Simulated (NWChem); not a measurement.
System: Si2H6O3; SMILES O[SiH2]O[SiH2]O

Here is an NWChem input.

```
start job
memory heap 200 mb stack 900 mb global 1100 mb
geometry units angstroms noautosym nocenter noautoz
  O     -1.555674     0.107330    -1.123801
  Si    -1.578061     0.036907     0.546559
  O     -0.042850    -0.395923     1.108260
  Si     1.461999     0.037118     0.528357
  O      1.391435     0.211584    -1.157089
  H     -0.706832     0.465974    -1.460235
  H     -1.930109     1.357770     1.174156
  H     -2.550261    -1.025480     0.945728
  H      2.433026    -1.036881     0.915653
  H      1.859216     1.388706     1.029801
  H      1.438504    -0.629139    -1.647795
end
basis spherical
  * library 6-31g*
end
dft
  xc hfexch
  iterations 150
  mulliken
end
task dft energy
esp
  recalculate
  probe 0.07
  range 0.3
  factor 1.0
  spacing 0.02
end
task esp
```

Parts of the log:

```
             Northwest Computational Chemistry Package (NWChem) 7.3.0
             --------------------------------------------------------

                             Geometry "geometry" -> ""
                             -------------------------

 Output coordinates in angstroms (scale by  1.889725989 to convert to a.u.)

  No.       Tag          Charge          X              Y              Z
 ---- ---------------- ---------- -------------- -------------- --------------
    1 O                    8.0000    -1.55567400     0.10733000    -1.12380100
    2 Si                  14.0000    -1.57806100     0.03690700     0.54655900
    3 O                    8.0000    -0.04285000    -0.39592300     1.10826000
    4 Si                  14.0000     1.46199900     0.03711800     0.52835700
    5 O                    8.0000     1.39143500     0.21158400    -1.15708900
    6 H                    1.0000    -0.70683200     0.46597400    -1.46023500
    7 H                    1.0000    -1.93010900     1.35777000     1.17415600
    8 H                    1.0000    -2.55026100    -1.02548000     0.94572800
    9 H                    1.0000     2.43302600    -1.03688100     0.91565300
   10 H                    1.0000     1.85921600     1.38870600     1.02980100
   11 H                    1.0000     1.43850400    -0.62913900    -1.64779500

 Effective nuclear repulsion energy (a.u.)     318.1173192270

  xc_inp: hfexch multiplicative factor not found.

                                 NWChem DFT Module
                                 -----------------

 Summary of "ao basis" -> "ao basis" (spherical)
 ------------------------------------------------------------------------------
       Tag                 Description            Shells   Functions and Types
 ---------------- ------------------------------  ------  ---------------------
 O                           6-31g*                  6       14   3s2p1d
 Si                          6-31g*                  8       18   4s3p1d
 H                           6-31g*                  2        2   2s

            General Information
            -------------------
          SCF calculation type: DFT
          Wavefunction type:  closed shell.
          No. of atoms     :    11
          No. of electrons :    58
           Alpha electrons :    29
            Beta electrons :    29
          Charge           :     0
          Spin multiplicity:     1
          Use of symmetry is: off; symmetry adaption is: off
          Maximum number of iterations: 150
          AO basis - number of functions:    90
                     number of shells:    46
          Convergence on energy requested:  1.00D-06
          Convergence on density requested:  1.00D-05
          Convergence on gradient requested:  5.00D-04

              XC Information
              --------------
                     Hartree-Fock (Exact) Exchange  1.000

      Superposition of Atomic Density Guess
      -------------------------------------

 Sum of atomic energies:        -804.88706697

      Non-variational initial energy
      ------------------------------

 Total energy =    -806.366528
 1-e energy   =   -1746.754413
 2-e energy   =     622.270566
 HOMO         =      -0.373136
 LUMO         =       0.046008

     ---------------------------------------------
      Total Density - Mulliken Population Analysis
     ---------------------------------------------

    Atom       Charge   Shell Charges
 -----------   ------   -------------------------------------------------------
    1 O    8     9.06   2.00  0.93  3.13  0.92  2.06  0.01
    2 Si  14    12.83   2.00  2.00  5.97  0.86  1.27  0.23  0.28  0.22
    3 O    8     9.03   2.00  0.93  3.16  0.90  2.03  0.01
    4 Si  14    12.84   2.00  2.00  5.97  0.86  1.27  0.23  0.29  0.22
    5 O    8     9.03   2.00  0.93  3.11  0.92  2.06  0.01
    6 H    1     0.44   0.34  0.10
    7 H    1     1.09   0.47  0.62
    8 H    1     1.08   0.47  0.61
    9 H    1     1.08   0.47  0.61
   10 H    1     1.08   0.47  0.61
   11 H    1     0.44   0.35  0.10

   convergence    iter        energy       DeltaE   RMS-Dens  Diis-err
 ---------------- ----- ----------------- --------- --------- ---------
 d= 0,ls=0.0,diis     1   -805.9518450060 -1.12D+03  8.75D-03  1.10D+00
 d= 0,ls=0.0,diis     2   -806.0438670827 -9.20D-02  3.18D-03  3.57D-01
 d= 0,ls=0.0,diis     3   -806.0775854933 -3.37D-02  8.88D-04  6.27D-03
 d= 0,ls=0.0,diis     4   -806.0786516423 -1.07D-03  1.78D-04  2.08D-04
 d= 0,ls=0.0,diis     5   -806.0786871910 -3.55D-05  4.57D-05  3.95D-05
  Resetting Diis
 d= 0,ls=0.0,diis     6   -806.0786919325 -4.74D-06  1.99D-05  2.12D-06
 d= 0,ls=0.0,diis     7   -806.0786924590 -5.26D-07  3.46D-06  9.56D-08

         Total DFT energy =     -806.078692459027
      One electron energy =    -1750.293245998192
           Coulomb energy =      693.897871432315
    Exchange-Corr. energy =      -67.800637120156
 Nuclear repulsion energy =      318.117319227005

 Numeric. integr. density =        0.000000000000

                       DFT Final Molecular Orbital Analysis
                       ------------------------------------

 Vector   27  Occ=2.000000D+00  E=-5.002170D-01
              MO Center= -4.6D-01, -8.6D-02, -1.7D-01, r^2= 3.7D+00
   Bfn.  Coefficient  Atom+Function         Bfn.  Coefficient  Atom+Function
  ----- ------------  ---------------      ----- ------------  ---------------
    37      0.331375   3 O  pz                3      0.296615   1 O  px
    41      0.272639   3 O  pz                4     -0.242960   1 O  py
     7      0.241778   1 O  px                8     -0.192693   1 O  py
     5      0.176636   1 O  pz               69      0.151226   5 O  pz
     9      0.127395   1 O  pz               86     -0.125620   9 H  s

 Vector   28  Occ=2.000000D+00  E=-4.761156D-01
              MO Center=  8.2D-01,  6.3D-02,  5.4D-01, r^2= 5.1D+00
   Bfn.  Coefficient  Atom+Function         Bfn.  Coefficient  Atom+Function
  ----- ------------  ---------------      ----- ------------  ---------------
    54      0.285251   4 Si py               86     -0.282639   9 H  s
    88      0.273933  10 H  s                 4      0.230444   1 O  py
     8      0.196020   1 O  py               85     -0.195408   9 H  s
    87      0.190076  10 H  s                36     -0.178882   3 O  py
    40     -0.159125   3 O  py               84      0.124830   8 H  s

 Vector   29  Occ=2.000000D+00  E=-4.441571D-01
              MO Center= -1.2D+00,  1.9D-01,  7.3D-01, r^2= 4.2D+00
   Bfn.  Coefficient  Atom+Function         Bfn.  Coefficient  Atom+Function
  ----- ------------  ---------------      ----- ------------  ---------------
    82      0.334357   7 H  s                36     -0.272707   3 O  py
    84     -0.268474   8 H  s                22      0.250667   2 Si py
    40     -0.240638   3 O  py                4     -0.226968   1 O  py
    81      0.211089   7 H  s                 8     -0.193092   1 O  py
    83     -0.172741   8 H  s                88      0.152497  10 H  s

 Vector   30  Occ=0.000000D+00  E= 1.452987D-01
              MO Center=  1.2D+00, -4.6D-02,  3.0D-01, r^2= 6.1D+00
   Bfn.  Coefficient  Atom+Function         Bfn.  Coefficient  Atom+Function
  ----- ------------  ---------------      ----- ------------  ---------------
    59      1.018111   4 Si pz               70      0.738635   5 O  s
    38     -0.352796   3 O  s                90     -0.267769  11 H  s
     6      0.214359   1 O  s                25      0.211981   2 Si px
    24     -0.191896   2 Si s                56     -0.191927   4 Si s
    41     -0.180584   3 O  pz               26     -0.173217   2 Si py

 Vector   31  Occ=0.000000D+00  E= 1.597267D-01
              MO Center=  2.8D-01, -1.5D-01,  4.3D-01, r^2= 6.8D+00
   Bfn.  Coefficient  Atom+Function         Bfn.  Coefficient  Atom+Function
  ----- ------------  ---------------      ----- ------------  ---------------
    57      0.811860   4 Si px               38      0.708107   3 O  s
    25     -0.477764   2 Si px               27     -0.433375   2 Si pz
    70      0.394470   5 O  s                59      0.376206   4 Si pz
    88     -0.327430  10 H  s                58      0.320191   4 Si py
    90     -0.287303  11 H  s                 6     -0.230646   1 O  s

 Vector   32  Occ=0.000000D+00  E= 1.731947D-01
              MO Center= -9.5D-01,  1.6D-01,  5.4D-01, r^2= 6.3D+00
   Bfn.  Coefficient  Atom+Function         Bfn.  Coefficient  Atom+Function
  ----- ------------  ---------------      ----- ------------  ---------------
    27      1.153111   2 Si pz                6      0.638625   1 O  s
    57      0.498665   4 Si px               59     -0.419270   4 Si pz
    84     -0.278463   8 H  s                90     -0.222486  11 H  s
    38      0.202650   3 O  s                41     -0.178113   3 O  pz
    86     -0.176367   9 H  s                 9      0.169034   1 O  pz

     ---------------------------------------------
      Total Density - Mulliken Population Analysis
     ---------------------------------------------

    Atom       Charge   Shell Charges
 -----------   ------   -------------------------------------------------------
    1 O    8     8.93   2.00  0.88  2.90  1.00  2.13  0.02
    2 Si  14    12.75   2.00  2.00  5.98  0.81  1.47  0.07  0.11  0.32
    3 O    8     8.93   2.00  0.87  2.91  0.98  2.16  0.01
    4 Si  14    12.77   2.00  2.00  5.98  0.81  1.47  0.07  0.12  0.32
    5 O    8     8.93   2.00  0.88  2.89  1.00  2.14  0.02
    6 H    1     0.50   0.43  0.07
    7 H    1     1.18   0.50  0.68
    8 H    1     1.16   0.50  0.66
    9 H    1     1.17   0.50  0.67
   10 H    1     1.16   0.50  0.66
   11 H    1     0.52   0.44  0.08

     -------------------------------------------
      Total Density - Lowdin Population Analysis
     -------------------------------------------

    Atom       Charge   Shell Charges
 -----------   ------   -------------------------------------------------------
    1 O    8     8.63   1.99  0.86  2.78  0.73  2.23  0.03
    2 Si  14    13.25   2.00  1.97  5.89  0.57  1.41  0.33  0.61  0.47
    3 O    8     8.60   1.99  0.84  2.80  0.71  2.24  0.02
    4 Si  14    13.26   2.00  1.97  5.89  0.57  1.41  0.33  0.61  0.47
    5 O    8     8.63   1.99  0.86  2.78  0.74  2.23  0.03
    6 H    1     0.65   0.42  0.23
    7 H    1     1.10   0.51  0.59
    8 H    1     1.08   0.51  0.57
    9 H    1     1.08   0.51  0.58
   10 H    1     1.08   0.51  0.57
   11 H    1     0.65   0.43  0.22

     Multipole analysis of the density
     ---------------------------------

     L   x y z        total         alpha         beta         nuclear
     -   - - -        -----         -----         ----         -------
     0   0 0 0     -0.000000    -29.000000    -29.000000     58.000000

     1   1 0 0      0.705579      2.939859      2.939859     -5.174138
     1   0 1 0     -0.223606     -1.001134     -1.001134      1.778663
     1   0 0 1      0.007313     -6.256148     -6.256148     12.519609

     2   2 0 0    -34.209502   -234.630412   -234.630412    435.051323
     2   1 1 0     -1.948066     -0.829245     -0.829245     -0.289576
     2   1 0 1     -2.230291      3.185159      3.185159     -8.600609
     2   0 2 0    -33.679542    -31.578306    -31.578306     29.477070
     2   0 1 1      2.152833      8.960421      8.960421    -15.768010
     2   0 0 2    -34.107480   -102.313061   -102.313061    170.518642

                     NWChem Electrostatic Potential Fit Module
                     -----------------------------------------

 Atom parameters

 Number of atoms is                                   11
 Number of basis functions is                         90

 Grid parameters

 Maximum number of grid points is                  45815
 Number of grid points is                          45814
 Grid range                                     0.300000 nm
 Grid spacing                                   0.020000 nm
 Probe radius                                   0.070000 nm
 Atom radius factor                             1.000000

 Atomic radii

    1    0.100000
    8    0.136000
   14    0.187000
 FASTESP  F
  using M.O. file = ./job.movecs

    Atom              Coordinates                           Charge

                                                  ESP

    1 O    -0.155567    0.010733   -0.112380   -0.834150
    2 Si   -0.157806    0.003691    0.054656    1.159900
    3 O    -0.004285   -0.039592    0.110826   -0.750946
    4 Si    0.146200    0.003712    0.052836    1.104122
    5 O     0.139144    0.021158   -0.115709   -0.809774
    6 H    -0.070683    0.046597   -0.146024    0.477113
    7 H    -0.193011    0.135777    0.117416   -0.226929
    8 H    -0.255026   -0.102548    0.094573   -0.184408
    9 H     0.243303   -0.103688    0.091565   -0.197042
   10 H     0.185922    0.138871    0.102980   -0.181443
   11 H     0.143850   -0.062914   -0.164780    0.443556
                                            ------------
                                                0.000000

 Dipole moment                                  0.744138

 Quadrupole moment Qxx                          0.259889
                   Qyy                         -0.315241
                   Qzz                          0.055351

 RMS deviation kJ/mol                           0.057170

 RRMS %                                        25.713728
```

Level: Hartree-Fock/6-31G* (spherical d). Structure relaxed at the PBE-D3(BJ)/def2-SVP level.
